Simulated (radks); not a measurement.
Neutral aluminium inside a hard spherical wall (all orbitals vanish at R), configuration held at [Ne] 3s2 3p1 and not refilled when levels cross. Calculated with a radial shooting solver on a logarithmic mesh with Libxc functionals: non-relativistic Kohn-Sham, PBE, spin-polarised, spherical densities, point nucleus; open shells are filled with parallel spins first. Eigenvalues in eV for spin up, with the zero of energy where the potential of the charges vanishes at infinity; a dash marks a level that is unbound or too diffuse for the functional's potential to be trusted. A positive occupied level is held by the wall or, in an anion where self-interaction has pushed it up, behind a barrier. The pressure on the wall is -dE/dV.

| R (bohr) | E (hartree) | kinetic (hartree) | e(2s) | e(2p) | e(3s) | e(3p) | e(4s, empty) | e(4p, empty) | pressure (GPa) |
|---|---|---|---|---|---|---|---|---|---|
| free | -242.23204 | 241.839 | -107.66 | -69.633 | -8.024 | -3.018 | - | - | 0 |
| 20 | -242.23204 | 241.839 | -107.66 | -69.633 | -8.024 | -3.018 | -0.415 | 0.248 | < 0.0001 |
| 12 | -242.23192 | 241.840 | -107.64 | -69.613 | -8.010 | -3.003 | 0.048 | 1.305 | 0.00189 |
| 8 | -242.22685 | 241.873 | -107.29 | -69.265 | -7.787 | -2.709 | 2.558 | 5.181 | 0.183 |
| 7 | -242.21813 | 241.921 | -106.89 | -68.864 | -7.534 | -2.352 | 4.602 | 7.909 | 0.671 |
| 6 | -242.19275 | 242.047 | -106.02 | -67.997 | -6.966 | -1.545 | 8.459 | 12.677 | 2.73 |
| 3.5 | -241.52131 | 244.288 | -96.867 | -58.832 | 2.119 | 10.188 | 51.110 | 58.600 | 174 |
| 2 | -235.75550 | 258.593 | -71.673 | -33.052 | 62.514 | 74.760 | 244.32 | 242.66 | 6820 |
